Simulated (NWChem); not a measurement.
System: C$_{2}$H$_{5}$BCl$_{2}$; SMILES ClB(CC)Cl

Input file for NWChem:

```
start job
memory heap 200 mb stack 900 mb global 1100 mb
geometry units angstroms noautoz
  B     -0.101504     0.196041     0.003315
  Cl     1.598370    -0.239606     0.001762
  Cl    -0.499977     1.908506    -0.001315
  C     -1.240461    -0.873870     0.011792
  C     -0.837460    -2.341915    -0.011031
  H     -1.902809    -0.627836    -0.840040
  H     -1.866275    -0.646292     0.896288
  H     -0.214195    -2.601880     0.857901
  H     -0.251863    -2.584608    -0.910682
  H     -1.718581    -3.000863     0.001120
end
basis spherical
  * library 6-31g*
end
dft
  xc m06-2x
  grid fine
  iterations 150
  mulliken
end
task dft gradient
```

NWChem printed, in part:

```
             Northwest Computational Chemistry Package (NWChem) 7.3.0
             --------------------------------------------------------

 C1  symmetry detected

                             Geometry "geometry" -> ""
                             -------------------------

 Output coordinates in angstroms (scale by  1.889725989 to convert to a.u.)

  No.       Tag          Charge          X              Y              Z
 ---- ---------------- ---------- -------------- -------------- --------------
    1 B                    5.0000    -0.09222824     0.18779552     0.00260961
    2 Cl                  17.0000     1.59612944    -0.29054367     0.00109227
    3 Cl                  17.0000    -0.44742891     1.90975321    -0.00311423
    4 C                    6.0000    -1.25777929    -0.85307305     0.01198066
    5 C                    6.0000    -0.89189838    -2.33082087    -0.00991394
    6 H                    1.0000    -1.91386174    -0.59099963    -0.83991646
    7 H                    1.0000    -1.87751142    -0.60920688     0.89641802
    8 H                    1.0000    -0.27523463    -2.60582468     0.85909849
    9 H                    1.0000    -0.31275387    -2.58879410    -0.90949001
   10 H                    1.0000    -1.78934019    -2.96735091     0.00281496

 Effective nuclear repulsion energy (a.u.)     251.0997235704

                                 NWChem DFT Module
                                 -----------------

 Summary of "ao basis" -> "ao basis" (spherical)
 ------------------------------------------------------------------------------
       Tag                 Description            Shells   Functions and Types
 ---------------- ------------------------------  ------  ---------------------
 B                           6-31g*                  6       14   3s2p1d
 Cl                          6-31g*                  8       18   4s3p1d
 C                           6-31g*                  6       14   3s2p1d
 H                           6-31g*                  2        2   2s

            General Information
            -------------------
          SCF calculation type: DFT
          Wavefunction type:  closed shell.
          No. of atoms     :    10
          No. of electrons :    56
           Alpha electrons :    28
            Beta electrons :    28
          Charge           :     0
          Spin multiplicity:     1
          Use of symmetry is: off; symmetry adaption is: off
          Maximum number of iterations: 150
          AO basis - number of functions:    88
                     number of shells:    44
          Convergence on energy requested:  1.00D-06
          Convergence on density requested:  1.00D-05
          Convergence on gradient requested:  5.00D-04

              XC Information
              --------------
                       M06-2X Method XC Functional
                     Hartree-Fock (Exact) Exchange  0.540
                        M06-2X Exchange Functional  1.000
                      M06-2X Correlation Potential  1.000

             Grid Information
             ----------------
          Grid used for XC integration:  fine
          Radial quadrature: Mura-Knowles
          Angular quadrature: Lebedev.
          Tag              B.-S. Rad. Rad. Pts. Rad. Cut. Ang. Pts.
          ---              ---------- --------- --------- ---------
          B                   0.85       70          10.0       590
          Cl                  1.00      123          12.0       770
          C                   0.70       70          11.0       590
          H                   0.35       60          12.0       590
          Grid pruning is: on
          Number of quadrature shells:   756
          Spatial weights used:  Erf1

      Superposition of Atomic Density Guess
      -------------------------------------

 Sum of atomic energies:       -1021.23892492

      Non-variational initial energy
      ------------------------------

 Total energy =   -1023.577724
 1-e energy   =   -1905.838807
 2-e energy   =     631.161360
 HOMO         =      -0.354578
 LUMO         =       0.045078

     ---------------------------------------------
      Total Density - Mulliken Population Analysis
     ---------------------------------------------

    Atom       Charge   Shell Charges
 -----------   ------   -------------------------------------------------------
    1 B    5     4.32   2.00  0.57  0.92  0.39  0.36  0.07
    2 Cl  17    17.28   2.00  2.00  5.98  1.38  3.70  0.54  1.67  0.01
    3 Cl  17    17.29   2.00  2.00  5.98  1.38  3.70  0.54  1.67  0.01
    4 C    6     6.61   2.00  0.72  2.04  0.63  1.19  0.03
    5 C    6     6.67   2.00  0.71  2.03  0.68  1.22  0.03
    6 H    1     0.76   0.45  0.30
    7 H    1     0.75   0.45  0.30
    8 H    1     0.78   0.47  0.31
    9 H    1     0.78   0.47  0.31
   10 H    1     0.78   0.47  0.31

[...]

                         DFT ENERGY GRADIENTS

    atom               coordinates                        gradient
                 x          y          z           x          y          z
   1 B      -0.174286   0.354882   0.004931   -0.000823   0.001307   0.000041
   2 Cl      3.016247  -0.549048   0.002064   -0.000797   0.000854   0.000016
   3 Cl     -0.845518   3.608910  -0.005885    0.000798  -0.000855  -0.000025
   4 C      -2.376858  -1.612074   0.022640    0.007416  -0.006388  -0.000172
   5 C      -1.685444  -4.404613  -0.018735   -0.002815   0.008103   0.000106
   6 H      -3.616674  -1.116827  -1.587212   -0.002650   0.001806  -0.002971
   7 H      -3.547982  -1.151234   1.693984   -0.002510   0.001712   0.003101
   8 H      -0.520118  -4.924295   1.623461    0.002504  -0.001645   0.003347
   9 H      -0.591019  -4.892111  -1.718687    0.002330  -0.001596  -0.003484
  10 H      -3.381363  -5.607480   0.005319   -0.003453  -0.003299   0.000041
```

Level: M06-2X/6-31G* (spherical d). The geometry was optimised at PBE0/def2-SVP.
